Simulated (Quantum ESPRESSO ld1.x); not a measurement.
The numbers below are computed, except where a source is named.
The iron ion Fe2+, configuration [Ne] 3s2 3p5 3d6 4p1 (not the ground configuration). Code: ld1.x of Quantum ESPRESSO 7.5. Model: scalar-relativistic Kohn-Sham, LDA (Slater exchange, Perdew-Zunger correlation), spin-unpolarised, spherical densities, point nucleus.

Normalised radial functions P(r) = r R(r), r in bohr:

r	2p	3s
0.002211	0.0030	0.0673
0.002534	0.0038	0.0762
0.00288	0.0048	0.0857
0.003299	0.0062	0.0968
0.00378	0.0080	0.1092
0.00433	0.0104	0.1230
0.004922	0.0132	0.1372
0.005639	0.0170	0.1538
0.00646	0.0219	0.1719
0.007401	0.0282	0.1914
0.00848	0.0363	0.2123
0.009637	0.0459	0.2330
0.01104	0.0589	0.2559
0.01265	0.0753	0.2793
0.01449	0.0961	0.3026
0.01647	0.1206	0.3237
0.01887	0.1529	0.3441
0.02162	0.1930	0.3612
0.02477	0.2426	0.3734
0.02838	0.3034	0.3787
0.03225	0.3722	0.3753
0.03695	0.4594	0.3605
0.04234	0.5626	0.3317
0.0485	0.6826	0.2864
0.05513	0.8112	0.2271
0.06316	0.9636	0.1452
0.07236	1.1296	0.0440
0.0829	1.3046	-0.0741
0.09498	1.4817	-0.2044
0.1079	1.6416	-0.3314
0.1237	1.7931	-0.4605
0.1417	1.9126	-0.5699
0.1623	1.9861	-0.6438
0.1845	2.0024	-0.6664
0.2114	1.9553	-0.6266
0.2422	1.8392	-0.5122
0.2775	1.6588	-0.3216
0.3179	1.4273	-0.0645
0.3613	1.1806	0.2194
0.4139	0.9113	0.5357
0.4742	0.6584	0.8298
0.5433	0.4415	1.0637
0.6175	0.2809	1.2016
0.7074	0.1586	1.2457
0.8105	0.0806	1.1865
0.9286	0.0364	1.0440
1.064	0.0144	0.8497
1.209	0.0053	0.6510
1.385	0.0015	0.4523
1.587	0.0004	0.2874
1.818	0.0001	0.1656
2.067	0.0000	0.0893
2.368	0.0000	0.0412
2.713	0.0000	0.0166
3.108	0.0000	0.0058
3.561	0.0000	0.0017
4.047	0.0000	0.0004
4.636	0.0000	0.0001
5.312	0.0000	0.0000
6.085	0.0000	0.0000
6.916	0.0000	0.0000
7.924	0.0000	0.0000
9.078	0.0000	0.0000

2p: eigenvalue -728.08 eV, 0 radial nodes, <r> = 0.236 bohr, 90 % of the charge inside 0.386 bohr. 3s: eigenvalue -121.51 eV, 2 radial nodes at r = 0.0763, 0.328 bohr, <r> = 0.805 bohr, 90 % of the charge inside 1.20 bohr.
